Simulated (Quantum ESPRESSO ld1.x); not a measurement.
Species: Tl+. Configuration: [Xe] 4f14 5d9.5 6s2 6d0.5 (fractional occupations, a model configuration).

All-electron calculation, Dirac Kohn-Sham, LDA (Slater exchange, VWN5 correlation), spin-unpolarised, spherical densities, point nucleus; open shells are shared between the two j in proportion to 2j + 1. Program: ld1.x of Quantum ESPRESSO 7.5.

Energy parts (eV):
part                    energy
total                  -551772
kinetic                 639479
electron-nucleus      -1393856
Hartree                 212684
exchange-correlation    -10080

Orbitals (lengths in bohr, moments of r in powers of bohr; <r^-3> diverges for s and p1/2; r(max) is where P^2 peaks; r(90%) holds 90 % of the orbital's charge):
[
 {"orbital": "1s1/2", "occ.": "2", "eigenvalue (eV)": "-85435.1", "<r^2>": "0.0003691", "r(90%)": "0.0299", "r(max)": "0.01003", "<r^-3>": "-"},
 {"orbital": "2s1/2", "occ.": "2", "eigenvalue (eV)": "-15210.0", "<r^2>": "0.005552", "r(90%)": "0.107", "r(max)": "0.05838", "<r^-3>": "-"},
 {"orbital": "2p1/2", "occ.": "2", "eigenvalue (eV)": "-14603.0", "<r^2>": "0.003914", "r(90%)": "0.0934", "r(max)": "0.04280", "<r^-3>": "-"},
 {"orbital": "2p3/2", "occ.": "4", "eigenvalue (eV)": "-12539.2", "<r^2>": "0.005098", "r(90%)": "0.105", "r(max)": "0.05041", "<r^-3>": "22380"},
 {"orbital": "3s1/2", "occ.": "2", "eigenvalue (eV)": "-3638.94", "<r^2>": "0.03602", "r(90%)": "0.261", "r(max)": "0.1643", "<r^-3>": "-"},
 {"orbital": "3p1/2", "occ.": "2", "eigenvalue (eV)": "-3365.03", "<r^2>": "0.03276", "r(90%)": "0.252", "r(max)": "0.1531", "<r^-3>": "-"},
 {"orbital": "3p3/2", "occ.": "4", "eigenvalue (eV)": "-2906.30", "<r^2>": "0.03913", "r(90%)": "0.275", "r(max)": "0.1685", "<r^-3>": "5255"},
 {"orbital": "3d3/2", "occ.": "4", "eigenvalue (eV)": "-2453.54", "<r^2>": "0.02988", "r(90%)": "0.248", "r(max)": "0.1309", "<r^-3>": "921.6"},
 {"orbital": "3d5/2", "occ.": "6", "eigenvalue (eV)": "-2355.51", "<r^2>": "0.03161", "r(90%)": "0.255", "r(max)": "0.1351", "<r^-3>": "756.3"},
 {"orbital": "4s1/2", "occ.": "2", "eigenvalue (eV)": "-820.804", "<r^2>": "0.1734", "r(90%)": "0.562", "r(max)": "0.3695", "<r^-3>": "-"},
 {"orbital": "4p1/2", "occ.": "2", "eigenvalue (eV)": "-702.900", "<r^2>": "0.1762", "r(90%)": "0.571", "r(max)": "0.3671", "<r^-3>": "-"},
 {"orbital": "4p3/2", "occ.": "4", "eigenvalue (eV)": "-591.112", "<r^2>": "0.2081", "r(90%)": "0.620", "r(max)": "0.3987", "<r^-3>": "1284"},
 {"orbital": "4d3/2", "occ.": "4", "eigenvalue (eV)": "-398.521", "<r^2>": "0.2173", "r(90%)": "0.647", "r(max)": "0.3903", "<r^-3>": "203.6"},
 {"orbital": "4d5/2", "occ.": "6", "eigenvalue (eV)": "-377.667", "<r^2>": "0.2285", "r(90%)": "0.663", "r(max)": "0.3999", "<r^-3>": "163.2"},
 {"orbital": "5s1/2", "occ.": "2", "eigenvalue (eV)": "-142.940", "<r^2>": "0.8607", "r(90%)": "1.25", "r(max)": "0.8077", "<r^-3>": "-"},
 {"orbital": "4f5/2", "occ.": "6", "eigenvalue (eV)": "-128.739", "<r^2>": "0.2593", "r(90%)": "0.740", "r(max)": "0.3552", "<r^-3>": "35.26"},
 {"orbital": "4f7/2", "occ.": "8", "eigenvalue (eV)": "-124.135", "<r^2>": "0.2666", "r(90%)": "0.751", "r(max)": "0.3597", "<r^-3>": "33.44"},
 {"orbital": "5p1/2", "occ.": "2", "eigenvalue (eV)": "-103.164", "<r^2>": "0.9950", "r(90%)": "1.36", "r(max)": "0.8485", "<r^-3>": "-"},
 {"orbital": "5p3/2", "occ.": "4", "eigenvalue (eV)": "-82.6273", "<r^2>": "1.206", "r(90%)": "1.50", "r(max)": "0.9269", "<r^-3>": "231.9"},
 {"orbital": "5d3/2", "occ.": "3.8", "eigenvalue (eV)": "-28.3949", "<r^2>": "2.067", "r(90%)": "2.03", "r(max)": "1.092", "<r^-3>": "23.13"},
 {"orbital": "5d5/2", "occ.": "5.7", "eigenvalue (eV)": "-26.0981", "<r^2>": "2.231", "r(90%)": "2.11", "r(max)": "1.126", "<r^-3>": "17.91"},
 {"orbital": "6s1/2", "occ.": "2", "eigenvalue (eV)": "-19.3696", "<r^2>": "6.000", "r(90%)": "3.36", "r(max)": "2.006", "<r^-3>": "-"},
 {"orbital": "6p1/2", "occ.": "0", "eigenvalue (eV)": "-11.7628", "<r^2>": "9.102", "r(90%)": "4.19", "r(max)": "2.378", "<r^-3>": "-"},
 {"orbital": "6p3/2", "occ.": "0", "eigenvalue (eV)": "-10.0039", "<r^2>": "11.39", "r(90%)": "4.70", "r(max)": "2.660", "<r^-3>": "19.41"},
 {"orbital": "7s1/2", "occ.": "0", "eigenvalue (eV)": "-5.1044", "<r^2>": "40.06", "r(90%)": "8.55", "r(max)": "5.463", "<r^-3>": "-"},
 {"orbital": "6d3/2", "occ.": "0.2", "eigenvalue (eV)": "-3.6857", "<r^2>": "39.32", "r(90%)": "8.80", "r(max)": "4.971", "<r^-3>": "0.7412"},
 {"orbital": "6d5/2", "occ.": "0.3", "eigenvalue (eV)": "-3.6108", "<r^2>": "41.08", "r(90%)": "8.97", "r(max)": "5.123", "<r^-3>": "0.6049"},
 {"orbital": "5f5/2", "occ.": "0", "eigenvalue (eV)": "-1.5875", "<r^2>": "107.4", "r(90%)": "14.4", "r(max)": "8.605", "<r^-3>": "0.004505"},
 {"orbital": "5f7/2", "occ.": "0", "eigenvalue (eV)": "-1.5873", "<r^2>": "107.4", "r(90%)": "14.4", "r(max)": "8.606", "<r^-3>": "0.004449"},
 {"orbital": "7d3/2", "occ.": "0", "eigenvalue (eV)": "-1.5431", "<r^2>": "170.3", "r(90%)": "17.7", "r(max)": "11.97", "<r^-3>": "0.3066"},
 {"orbital": "7d5/2", "occ.": "0", "eigenvalue (eV)": "-1.5120", "<r^2>": "176.2", "r(90%)": "18.0", "r(max)": "12.18", "<r^-3>": "0.2513"}
]

The highest occupied level is 6d5/2 at -3.611 eV. The configuration is held as typed, so some empty levels lie below it. Summed over all electrons, <r^2> = 69.40 bohr^2, which gives a Langevin (diamagnetic) susceptibility term of -55 x 10^-6 cm^3/mol.
